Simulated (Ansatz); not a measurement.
`C[SiH2]N[SiH2]Cl` + `O[SiH2][SiH3]` → `O[SiH2][SiH2][SiH2]Cl` + `C[SiH2]N`  (formal exchange of groups at the Si–N bond)

Computed with Ansatz on PBE0-D4/def2-TZVP structures; ΔE is electronic, products minus reactants. CCSD(T)/CBS adds triple-zeta CCSD(T) − MP2 to the extrapolated MP2 energy (def2 sets, frozen cores). DFT in def2-TZVPP. B3LYP here is the variant with VWN-RPA as its local correlation; programs differ in this. One conformer a species, not always the lowest.

```
             level  ΔE (kJ/mol)
           ωB97X-V         71.1
           ωB97M-V         76.2
               PBE         51.9
            r2SCAN         65.9
             B3LYP         68.7
     HF/def2-TZVPP         85.7
CCSD(T)/def2-TZVPP         74.1
    CCSD/CBS(def2)         73.8
```

What does CCSD(T)/CBS give? (Estimate.)

Computed: +72.3 kJ/mol. The listed levels differ from it by -1.2, 3.9, -20.4, -6.4, -3.6, 13.4, 1.8, 1.5 kJ/mol.

Largest T1 diagnostic among the species: 0.012.

From PBE to PBE0 (25 % exact exchange), in def2-TZVPP and without D4, ΔE moves by +6.0 kJ/mol. The D4 term adds +3.1 kJ/mol with B3LYP and +1.8 kJ/mol with PBE0; it sums over pairs of atoms, weighted by their polarisabilities, and B3LYP, whose exchange is more repulsive, gets the larger term.
